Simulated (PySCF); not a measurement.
1-silylprop-2-en-1-one (C3H6OSi), SMILES C=CC(=O)[SiH3].

Geometry: ωB97X-D3(BJ)/def2-SVP. The values are those of a single conformer.

These are PBE/def2-TZVP (PySCF) values and carry that method's errors.

Gas-phase values at a fixed geometry.

Computed frontier levels, gap, dipole moment and polarisability:
```yaml
highest_occupied_level: -5.60 eV
lowest_empty_level: -3.32 eV
orbital_gap: 2.27 eV
dipole_moment: 2.31 D
quadrupole, principal values (traceless, Buckingham form, about the centre of nuclear charge): -4.88, -1.65, 6.53 D·Å
mean_static_polarisability: 70.4 bohr³ (10.44 Å³)
polarisability_principal_values: 48.3, 65.3, 97.7 bohr³
```
